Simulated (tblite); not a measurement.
Species: C6H8P (charge -1).
SMILES with atom numbers: `[CH3:1][c:2]1[cH:3][cH:4][p-:5][c:6]1[CH3:7]` (hydrogens: H8, H9, H10 on C1; H11 on C3; H12 on C4; H13, H14, H15 on C7)
Bond orders are those of one Lewis drawing.

Computed with GFN2-xTB (tblite), gas phase: L-BFGS steps from a force-field or distance-geometry start until the largest atomic force falls under 0.01 eV/Å.

Step 84: E = -533.9191 eV
```
atom  x, y, z in Å  |  force x, y, z in eV/Å
C1     -0.7549    1.4862    0.5309   -0.019  -0.032   0.027
C2      0.2381    0.4511    0.0874   -0.025  -0.011   0.009
C3      1.6120    0.6979   -0.0384    0.002  -0.008   0.016
C4      2.3224   -0.4097   -0.4416    0.004   0.002  -0.015
P5      1.3096   -1.8076   -0.6865    0.011  -0.016  -0.008
C6     -0.0946   -0.8572   -0.2261   -0.007  -0.002  -0.001
C7     -1.4912   -1.4045   -0.1946   -0.008   0.005   0.003
H8     -1.2480    1.1881    1.4621    0.001   0.002  -0.007
H9     -0.2536    2.4385    0.7021   -0.001   0.040   0.005
H10    -1.5392    1.6404   -0.2158    0.002  -0.010  -0.026
H11     2.0626    1.6641    0.1677    0.024  -0.007  -0.009
H12     3.3924   -0.4383   -0.6029    0.008   0.019   0.009
H13    -1.4802   -2.4627   -0.4562   -0.030   0.024   0.004
H14    -1.9436   -1.2997    0.7995    0.033   0.013  -0.046
H15    -2.1363   -0.8788   -0.9093    0.005  -0.021   0.039
```

Step 85: E = -533.9195 eV
```
atom  x, y, z in Å  |  force x, y, z in eV/Å
C1     -0.7560    1.4844    0.5285   -0.027  -0.028   0.032
C2      0.2386    0.4508    0.0851   -0.022  -0.008   0.014
C3      1.6126    0.6980   -0.0395    0.000  -0.010   0.027
C4      2.3235   -0.4098   -0.4412    0.001   0.002  -0.018
P5      1.3108   -1.8075   -0.6887    0.010  -0.013  -0.005
C6     -0.0938   -0.8573   -0.2292   -0.003  -0.002   0.000
C7     -1.4909   -1.4028   -0.1935    0.001   0.004   0.005
H8     -1.2524    1.1846    1.4580    0.012   0.001  -0.013
H9     -0.2555    2.4367    0.7035   -0.007   0.036   0.000
H10    -1.5390    1.6387   -0.2198    0.010  -0.003  -0.024
H11     2.0637    1.6634    0.1700    0.020  -0.008  -0.014
H12     3.3939   -0.4382   -0.5999    0.008   0.017   0.005
H13    -1.4837   -2.4603   -0.4571   -0.030   0.023  -0.009
H14    -1.9370   -1.3004    0.8029    0.023   0.014  -0.023
H15    -2.1393   -0.8722   -0.9011    0.004  -0.026   0.024
```

**Question.** Estimate the geometry and energy of step 86. (The exact step hangs on the optimiser's Hessian estimate; all steps are aligned on step 85, rigid shifts and turns removed.)

**Answer.** E = -533.9200 eV, largest force 0.041 eV/Å
```
atom  x, y, z in Å  |  force x, y, z in eV/Å
C1     -0.7579    1.4809    0.5261   -0.018  -0.002   0.011
C2      0.2393    0.4492    0.0845   -0.006  -0.003   0.018
C3      1.6133    0.6975   -0.0394   -0.001  -0.010   0.034
C4      2.3251   -0.4094   -0.4420   -0.004   0.003  -0.016
P5      1.3134   -1.8078   -0.6921    0.003  -0.004  -0.001
C6     -0.0919   -0.8586   -0.2317    0.000  -0.001  -0.003
C7     -1.4902   -1.4001   -0.1916    0.000  -0.005   0.008
H8     -1.2603    1.1802    1.4516    0.015  -0.007  -0.007
H9     -0.2587    2.4340    0.7055   -0.021   0.015  -0.007
H10    -1.5367    1.6352   -0.2276    0.019   0.005  -0.011
H11     2.0649    1.6620    0.1733    0.015  -0.007  -0.017
H12     3.3960   -0.4361   -0.5983    0.004   0.012   0.001
H13    -1.4906   -2.4569   -0.4583   -0.024   0.026  -0.021
H14    -1.9283   -1.2998    0.8078    0.012   0.011   0.004
H15    -2.1419   -0.8620   -0.8899    0.006  -0.032   0.005
```

The energy changes by -0.0005 eV. The first-order estimate −F·Δx gives -0.0007 eV and the mean of the old and new forces, exact on a quadratic surface, -0.0005 eV. The step makes an angle of 76° with the force vector and moves no atom by more than 0.015 Å.
